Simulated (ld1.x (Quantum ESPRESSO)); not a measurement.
# What one change does to a pseudopotential (osmium, TM)

* Element: osmium (Os)
* Generator: ld1.x (Quantum ESPRESSO) 7.5
* Type: norm-conserving Troullier–Martins (Kleinman–Bylander form)
* Functional: PW91
* Relativity: scalar-relativistic
* Frozen core: [Xe] 4f14
* Valence charge: 8
* Reference configuration: 5d6 6s1.75 6p0.25
* Partial waves: 6s (bound): rc 2.50 bohr; 6p (bound): rc 2.90 bohr; 5d (bound): rc 2.35 bohr
* Local potential: all-electron potential smoothed inside 2.35 bohr (lloc = -1)
* Core correction: a·sin(br)/r model core, default radius (core density twice the valence density)

Change: local potential all-electron potential smoothed inside 2.60 bohr (lloc = -2).

Cutoffs: the cutoffs (Ry, on a coarse ladder) from which the occupation-weighted sum of valence levels, in a spherical-Bessel basis at the reference potential, stays within 10 and 1 mRy of its value at 400 Ry; they do not see the model core or the augmentation charge, which bear on the density cutoff. Errors are all-electron minus pseudo energies relative to the spin-unpolarised reference configuration.

Task: What does the change do?

Result: The potential gets neither clearly harder nor softer (35 Ry and 40 Ry → 35 Ry and 40 Ry); the number of tests that count goes from 6 to 7; of the 6 tests that both files solve, the error grows in 3 and shrinks in 1 by more than 15 % and 0.3 meV (median size 7.7 → 12.1 meV); the range in which the s phases agree widens (upper end -0.4 → 1.3); neither file shows a bound ghost at the reference potential, the only one tested.

```tsv
quantity	base	changed
cutoff, loose	35 Ry	35 Ry
cutoff, tight	40 Ry	40 Ry
bound ghosts	none	none
tests counted (converged, no solver errors)	6 of 7	7 of 7
error for 5d6 6s2 6p0, meV [ΔE -1.23 eV]	+0.5	+0.3
error for 5d6 6s1 6p0, meV [ΔE 8.42 eV]	-3.0	-9.6
error for 5d6 6s0 6p0, meV [ΔE 25.41 eV]	-47	-50
error for 5d6 6s0 6p1, meV [ΔE 14.59 eV]	-7.2	-13
error for 5d6 6s0 6p2, meV [ΔE 9.29 eV]	-8.3	-11
error for 5d5 6s2 6p0, meV [ΔE 9.91 eV]	+267	-46
s: phases at 3.16 bohr within 0.05 rad from the reference energy up to (Ry; the scan ends near 5)	-0.4	1.3
p: phases at 3.16 bohr within 0.05 rad from the reference energy up to (Ry; the scan ends near 5)	0.7	1.4
d: phases at 3.16 bohr within 0.05 rad from the reference energy up to (Ry; the scan ends near 5)	1.2	1.0
```

Base: Tests not counted: 5d6.5 6s1.5 6p0 (solver errors, printed error -404 eV).
